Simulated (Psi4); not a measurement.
# WO2F2 (SMILES [O]=[W](=[O])([F])[F]): the HOMO–LUMO gap, rung by rung

WO2F2 has 5 atoms, charge 0, and is taken as a singlet. SMILES: `[O]=[W](=[O])([F])[F]`. Geometry: optimised at PBE0/def2-TZVP.

Quantity: the HOMO–LUMO gap, in eV. The values are calculated.

| level | kind | program | value (eV) | CPU time |
| --- | --- | --- | --- | --- |
| PBE-D4/def2-TZVPP (density fitting, core potential) | GGA | Psi4 | 4.80 | 34 s |
| r2SCAN-D4/def2-TZVPP (density fitting, core potential) | meta-GGA | Psi4 | 5.26 | 55 s |
| B3LYP-D4/def2-TZVPP (density fitting, core potential) | global hybrid | Psi4 | 6.69 | 29 s |
| PBE0-D4/def2-TZVPP (density fitting, core potential) | global hybrid | Psi4 | 7.23 | 31 s |
| wB97M-V/def2-TZVPP (density fitting, core potential) | range-separated hybrid | Psi4 | 11.81 | 61 s |

The values span 4.80 to 11.81 eV. Orbital gaps aren't excitation energies; they tend to grow with the share of exact exchange. CPU times are rough (shared hosts, several kinds of processor and program).
